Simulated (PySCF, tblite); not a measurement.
System: H2Se, singlet: symmetric bend, bond length relaxed. Scanned: H-Se-H angle. Other coordinates (Se-H bond length) were minimised at B3LYP/def2-TZVP.

Computed with: GFN2-xTB, 300 K electronic temperature (tblite); CCSD(T) on RHF/cc-pVTZ, 9 core orbitals frozen (PySCF).

Energies relative to the lowest point of each profile, in kcal/mol; the last columns give the difference from CCSD(T):

```
a / °  GFN2-xTB  CCSD(T)  GFN2-xTB − CCSD(T)
-----  --------  -------  ------------------
180        56.4     75.2               -18.8
170        52.7     70.7               -18.0
160        43.8     59.6               -15.8
150        33.8     46.3               -12.5
140        24.4     33.2                -8.8
130        16.2     21.7                -5.5
120         9.3     12.2                -2.9
110         4.2      5.3                -1.1
100         1.0      1.1                -0.2
90          0.0      0.0                 0.0
80          1.7      2.0                -0.3
70          6.3      7.1                -0.8
60         14.1     15.2                -1.1
```

GFN2-xTB is furthest from CCSD(T) at 180 (-18.8 kcal/mol, below); its mean absolute difference over the points is 6.6 kcal/mol.
